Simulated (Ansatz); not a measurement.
Isolated molecules relaxed with PBE0-D4/def2-TZVP in Ansatz; ΔE leaves out vibrations. CCSD(T)/CBS is the MP2 limit (def2-TZVPP, def2-QZVPP) plus CCSD(T) − MP2 in def2-TZVPP, frozen cores. DFT in def2-TZVPP. One conformer a species, not always the lowest.

Consider the formal exchange of groups at the Si–C bond: `[SiH3]C1CC1` + `O=C[SiH2][SiH3]` → `O=C[SiH2][SiH2][SiH3]` + `C1CC1`.

| level | ΔE (kJ/mol) |
| --- | --- |
| PBE0-D4 | -19.7 |
| ωB97M-V | -8.5 |
| PBE | -18.8 |
| r2SCAN | -13.6 |
| HF/def2-TZVPP | -2.7 |
| CCSD/def2-TZVPP | -9.5 |
| MP2/CBS(def2) | -3.7 |
| CCSD/CBS(def2) | -9.2 |

(1) What does CCSD(T)/CBS give? (An estimate is asked.)

Largest T1 diagnostic among the species: 0.016.

Answers

(1) Computed: -10.1 kJ/mol. The listed levels differ from it by -9.6, 1.6, -8.7, -3.5, 7.4, 0.6, 6.4, 0.9 kJ/mol.

The D4 term adds −3.5 kJ/mol with B3LYP and −2.1 kJ/mol with PBE0; it sums over pairs of atoms, weighted by their polarisabilities, and B3LYP, whose exchange is more repulsive, gets the larger term.

B3LYP here is the variant with VWN-RPA as its local correlation; programs differ in this.
